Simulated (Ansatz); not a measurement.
Strength of the B–As bond: BH3(AsH3) → AsH3 + BH3

Species: BH3(AsH3), singlet; AsH3 (arsine) `[AsH3]`, singlet; BH3 (borane) `B`, singlet. 

Shapes, held fixed at every level: PBE0-D4/def2-TZVP. Programs: Ansatz 0.2.0. The zero-point and thermal change to 298 K, harmonic and unscaled (PBE0-D4/def2-TZVP), is -10.0 kJ/mol.

| level | kind | ΔH(298 K) (kJ/mol) | less CCSD(T)/def2-TZVPP |
| --- | --- | --- | --- |
| HF/def2-TZVPP | Hartree–Fock | +12.8 | -56.4 |
| PBE0-D4/def2-TZVPP | global hybrid | +89.8 | +20.6 |
| wB97X-V/def2-TZVPP | range-separated hybrid | +72.1 | +2.9 |
| MP2/def2-TZVPP | perturbation theory | +78.5 | +9.3 |
| CCSD(T)/def2-SVP | coupled cluster or CI | +59.1 | -10.1 |
| CCSD/def2-TZVPP | coupled cluster or CI | +61.6 | -7.6 |
| CCSD(T)/def2-TZVPP | coupled cluster or CI | +69.2 | 0.0 |

The highest level, CCSD(T)/def2-TZVPP, gives ΔH(298 K) = +69.2 kJ/mol; the levels span +12.8 to +89.8. Both fragments are taken as closed shells, so no electrons are unpaired. The column of differences is taken from that level and isn't an error. No measured value is set beside it here. Relativity is left out for As. Outer-core shells of As are correlated, in sets that cover them unevenly.
